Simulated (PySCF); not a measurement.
Atom-mapped SMILES (the numbers label the heavy atoms): `[CH3:1][Ge:2]([CH3:3])([CH3:4])[CH3:5]` (H(Xn): hydrogen on atom n).

Geometry: PBE0-D3(BJ)/def2-SVP; GIAO absolute shieldings from PySCF 2.14, gas phase, non-relativistic, averaged over equivalent atoms.

At CAM-B3LYP/pcSseg-1 (169 basis functions, roughly 30 core-seconds):
| atoms | σ (ppm) |
| --- | --- |
| C1/C3/C4/C5 | 183.6 |
| Ge2 | 1314.4 |
| H(C1)/H(C3)/H(C4)/H(C5) | 31.24 |

Question: What do these become at HF/pcSseg-2?

Answer: 
```tsv
atoms	σ at HF/pcSseg-2	change
C1/C3/C4/C5	194.0	+10.4
Ge2	1492.8	+178.4
H(C1)/H(C3)/H(C4)/H(C5)	31.68	+0.44
```

The largest change is at Ge2 (germanium bonded to 4 C). Cost: 375 basis functions, about 50 core-seconds.

Relativistic effects, spin–orbit coupling among them, are left out; they matter for Ge and for the light atoms bonded to it.
